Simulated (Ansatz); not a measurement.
Harmonic frequencies (cm⁻¹) at PBE0-D4/def2-TZVP from Ansatz: 65, 73, 91, 121, 141, 151, 302, 349, 383, 416, 477, 564, 612, 640, 697, 743, 774, 806, 886, 1273, 1451, 1456, 1895, 1911, 1930, 1944, 2152, 3054, 3139, 3140.

**Question.** Which molecule is it?
A. `[CH3][AlH][SiH2][GaH2]`
B. `C[SiH]([AlH2])[GaH2]`
C. `C[SiH2][AlH][GaH2]`
D. `[SiH3][CH2][AlH][GaH2]`

**Answer.** B.
